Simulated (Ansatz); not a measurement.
Cartesian coordinates (Å):
SMILES: [AlH]([OH])[OH]
```xyz
6

O      1.5893    -0.1052     0.1842
Al     0.0004     0.4972     0.2256
O     -1.3931    -0.4526     0.0219
H      1.8380    -1.0209     0.0442
H     -0.1924     2.0299     0.4649
H     -1.4180    -1.3998    -0.1256
```
Charge 0, spin multiplicity 1.

Method: frozen-core CCSD(T)/cc-pVQZ // TPSSh-D3(BJ)/def2-TZVP (Ansatz, a program for electronic structure).

```yaml
HF energy: -393.59467 Ha
MP2 correlation energy: -0.61587 Ha
```

### Question
Estimate the CCSD correlation energy, the (T) correction, the total energy and the T1 diagnostic.

### Answer

| Quantity | Result |
|---|---|
| CCSD correlation energy | -0.62146 Ha |
| (T) correction | -0.02222 Ha |
| CCSD(T) total energy | -394.23836 Ha |
| T1 diagnostic | 0.012 |
